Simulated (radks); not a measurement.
Results of a calculation; reference values are marked as such.
Effect of the nuclear size on neutral terbium, [Xe] 4f9 6s2. Level of theory: Dirac Kohn-Sham, PBE, spin-unpolarised, spherical densities, finite nucleus; open shells are shared between the two j in proportion to 2j + 1; Fermi nuclear charge, rms radius 5.06 fm (a radial shooting solver on a logarithmic mesh with Libxc functionals). The rms radius is varied about that value; shifts are against it.

[
 {"rms radius (fm)": "4.4326", "total energy shift (eV)": "-5.23", "density at nucleus (e/bohr^3)": "7.11e+05", "1s1/2 shift (meV)": "-2150", "2s1/2 shift (meV)": "-280", "5s1/2 shift (meV)": "-2.08", "5p1/2 shift (meV)": "0.253", "6s1/2 shift (meV)": "-0.079", "4f7/2 shift (meV)": "0.408", "6p1/2 (empty) shift (meV)": "0.082"},
 {"rms radius (fm)": "4.6754", "total energy shift (eV)": "-3.27", "density at nucleus (e/bohr^3)": "7.011e+05", "1s1/2 shift (meV)": "-1350", "2s1/2 shift (meV)": "-175", "5s1/2 shift (meV)": "-1.30", "5p1/2 shift (meV)": "0.158", "6s1/2 shift (meV)": "-0.049", "4f7/2 shift (meV)": "0.255", "6p1/2 (empty) shift (meV)": "0.051"},
 {"rms radius (fm)": "5.06", "total energy shift (eV)": "0", "density at nucleus (e/bohr^3)": "6.867e+05", "1s1/2 shift (meV)": "0.000", "2s1/2 shift (meV)": "0.000", "5s1/2 shift (meV)": "0.000", "5p1/2 shift (meV)": "0.000", "6s1/2 shift (meV)": "0.000", "4f7/2 shift (meV)": "0.000", "6p1/2 (empty) shift (meV)": "0.000"},
 {"rms radius (fm)": "5.485", "total energy shift (eV)": "3.83", "density at nucleus (e/bohr^3)": "6.723e+05", "1s1/2 shift (meV)": "1580", "2s1/2 shift (meV)": "205", "5s1/2 shift (meV)": "1.52", "5p1/2 shift (meV)": "-0.185", "6s1/2 shift (meV)": "0.058", "4f7/2 shift (meV)": "-0.299", "6p1/2 (empty) shift (meV)": "-0.060"},
 {"rms radius (fm)": "5.8392", "total energy shift (eV)": "7.20", "density at nucleus (e/bohr^3)": "6.613e+05", "1s1/2 shift (meV)": "2960", "2s1/2 shift (meV)": "385", "5s1/2 shift (meV)": "2.85", "5p1/2 shift (meV)": "-0.348", "6s1/2 shift (meV)": "0.108", "4f7/2 shift (meV)": "-0.561", "6p1/2 (empty) shift (meV)": "-0.113"}
]

Slopes of the eigenvalues against <r^2> in GHz/fm^2, as finite differences over the two radii next to the reference (eigenvalue slopes, not the field-shift constants of lines): 1s1/2 85900, 2s1/2 11200, 5s1/2 82.8, 5p1/2 -10.1, 6s1/2 3.14, 4f7/2 -16.3, 6p1/2 (empty) -3.27.
